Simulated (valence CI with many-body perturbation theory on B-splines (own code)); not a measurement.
**Valence orbitals of Ru³¹⁺**

Method: configuration interaction combined with many-body perturbation theory (CI+MBPT): three valence electrons over a frozen Dirac-Fock core [Ne], a basis of 11 s, 11 p, 10 d, 8 f, 5 g, 2 h functions for each j, with the one-electron correlation potential Σ1 (screened to all orders), the two-electron term Σ2, the three-electron term Σ3, Breit, model QED; selected single and double excitations, second order for the rest, scaled by the run's own slope (own B-spline code, finite nucleus).

The last digits are not significant, and no measured levels were compared; by estimate large intervals hold to a few tenths of a per cent, small ones and those within an open d or f shell to about a per cent.

These are the spectroscopic orbitals of the CI (the correlating ones are not listed), shaped by the core and the other valence electrons. h is the expectation value of the core's Dirac-Fock operator, without the valence repulsion; Σ1 is computed up to l = 3 at one energy for each symmetry, that of its lowest orbital but kept below the first core excitation, so for empty shells it is not the orbital's own correlation shift; Breit and QED include the response of the core, and the two lowest orbitals of each symmetry also the frequency dependence of Breit exchange, which makes a step in that column.

| Orbital | h (hartree) | Σ1 (cm⁻¹) | Breit (cm⁻¹) | QED (cm⁻¹) | ⟨r⟩ (bohr) |
| --- | --- | --- | --- | --- | --- |
| 3s1/2 | -73.985 | -6268 | 7200 | 5278 | 0.3516 |
| 4s1/2 | -40.058 | -2081 | 2793 | 2102 | 0.6525 |
| 5s1/2 | -25.076 | -942 | 1331 | 1017 | 1.051 |
| 6s1/2 | -17.165 | -513 | 743 | 571 | 1.542 |
| 7s1/2 | -12.484 | -311 | 457 | 352 | 2.126 |
| 8s1/2 | -9.4859 | -203 | 301 | 232 | 2.803 |
| 3p1/2 | -71.218 | -7863 | 11920 | -203 | 0.3363 |
| 4p1/2 | -38.91 | -2561 | 4633 | -75.3 | 0.6455 |
| 5p1/2 | -24.502 | -1176 | 2263 | -36.2 | 1.049 |
| 6p1/2 | -16.838 | -643 | 1275 | -20.2 | 1.546 |
| 7p1/2 | -12.28 | -391 | 789 | -12.4 | 2.136 |
| 8p1/2 | -9.3502 | -257 | 522 | -8.2 | 2.820 |
| 3p3/2 | -69.977 | -7435 | 7338 | 312 | 0.3431 |
| 4p3/2 | -38.409 | -2460 | 2809 | 126 | 0.6545 |
| 5p3/2 | -24.251 | -1137 | 1415 | 63.0 | 1.060 |
| 6p3/2 | -16.695 | -624 | 796 | 35.8 | 1.560 |
| 7p3/2 | -12.191 | -381 | 492 | 22.3 | 2.152 |
| 8p3/2 | -9.291 | -250 | 326 | 14.8 | 2.838 |
| 3d3/2 | -66.364 | -8885 | 5256 | -211 | 0.2997 |
| 4d3/2 | -37.041 | -2457 | 1900 | -74.3 | 0.6205 |
| 5d3/2 | -23.582 | -1090 | 907 | -35.5 | 1.034 |
| 6d3/2 | -16.317 | -590 | 506 | -19.8 | 1.541 |
| 7d3/2 | -11.957 | -357 | 312 | -12.2 | 2.141 |
| 3d5/2 | -66.095 | -8513 | 2426 | -46.5 | 0.3016 |
| 4d5/2 | -36.924 | -2349 | 871 | -7.8 | 0.6230 |
| 5d5/2 | -23.522 | -1042 | 421 | -2.0 | 1.037 |
| 6d5/2 | -16.282 | -564 | 236 | -0.6 | 1.544 |
| 7d5/2 | -11.935 | -342 | 145 | -0.2 | 2.146 |
| 4f5/2 | -36.209 | -2030 | 159 | -23.3 | 0.5489 |
| 5f5/2 | -23.166 | -994 | 110 | -13.0 | 0.9681 |
| 6f5/2 | -16.08 | -562 | 70.3 | -7.8 | 1.480 |
| 7f5/2 | -11.809 | -349 | 47.0 | -5.0 | 2.086 |
| 4f7/2 | -36.163 | -1994 | 30.2 | 4.6 | 0.5500 |
| 5f7/2 | -23.142 | -975 | 20.9 | 1.2 | 0.9694 |
| 6f7/2 | -16.066 | -551 | 13.0 | 0.4 | 1.482 |
| 7f7/2 | -11.8 | -342 | 8.7 | 0.2 | 2.088 |
| 5g7/2 | -23.08 |  | 3.2 | -4.6 | 0.8547 |
| 6g7/2 | -16.029 |  | 3.2 | -2.8 | 1.368 |
| 7g7/2 | -11.776 |  | 2.5 | -1.8 | 1.976 |
| 5g9/2 | -23.066 |  | 0.2 | 3.3 | 0.8555 |
| 6g9/2 | -16.021 |  | 0.2 | 1.9 | 1.369 |
| 7g9/2 | -11.771 |  | 0.1 | 1.1 | 1.977 |
| 6h9/2 | -16.013 |  |  |  | 1.217 |
| 6h11/2 | -16.008 |  |  |  | 1.218 |

Among the shells of the start configuration 3s2 3p1, Σ1 is largest in size for 3p1/2, where it is 0.050 % of h.

Lowest root of each symmetry, sizes in configuration state functions:

```tsv
J	Parity	Roots	Reference	Variational	Second order	Change by selected CI (cm⁻¹)	Change by second order (cm⁻¹)
1/2	even	15	93	10551	11590	-2395	0
3/2	even	23	147	18726	23332	-1547	0
5/2	even	21	153	19830	27894	-2244	-1
7/2	even	12	114	16208	39716	-3623	-1
9/2	even	8	72	14548	27418	-4428	-2
11/2	even	2	28	8421	28800	-10774	-5
1/2	odd	17	90	11231	13368	-3233	0
3/2	odd	25	146	17453	28621	-3149	0
5/2	odd	20	147	17443	34117	-2458	-1
7/2	odd	14	115	18087	40440	-2749	-1
9/2	odd	7	66	13200	19761	-2182	-2
11/2	odd	3	31	10701	22054	-3883	-1
```
